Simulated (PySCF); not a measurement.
# Argon: highly charged ions in a basis for the neutral atom

Ar¹²⁺ [He] 2s2 2p2, Ar¹³⁺ [He] 2s2 2p1. Computed with PySCF 2.14 in cc-pVDZ-DK (4s3p1d, 18 functions), with scalar relativity by spin-free X2C-1e. No spin-orbit coupling, so a gap to NIST mixes the basis error with missing relativistic terms.

Changed run: basis of the neutral atom used for a highly charged ion. This setting is unsound on purpose.

```json
{"species": "Ar¹²⁺", "method": "UHF", "sound run (hartree)": "not run", "changed run (hartree)": "-431.36966", "converged": "yes"}
{"species": "Ar¹²⁺", "method": "M06-L", "sound run (hartree)": "not run", "changed run (hartree)": "-431.59838", "converged": "yes"}
{"species": "Ar¹²⁺", "method": "B3LYP", "sound run (hartree)": "not run", "changed run (hartree)": "-431.51764", "converged": "yes"}
{"species": "Ar¹³⁺", "method": "UHF", "sound run (hartree)": "not run", "changed run (hartree)": "-406.11351", "converged": "yes"}
{"species": "Ar¹³⁺", "method": "M06-L", "sound run (hartree)": "not run", "changed run (hartree)": "-406.29978", "converged": "yes"}
{"species": "Ar¹³⁺", "method": "B3LYP", "sound run (hartree)": "not run", "changed run (hartree)": "-406.22602", "converged": "yes"}
```

Ionisation energy of Ar¹²⁺:

```json
{"method": "UHF", "changed run (eV)": "687.25", "NIST (eV)": "685.5 ± 0.3"}
{"method": "M06-L", "changed run (eV)": "688.41", "NIST (eV)": "685.5 ± 0.3"}
{"method": "B3LYP", "changed run (eV)": "688.22", "NIST (eV)": "685.5 ± 0.3"}
```

The contracted functions were made for the neutral atom and can be too rigid for a highly charged ion.
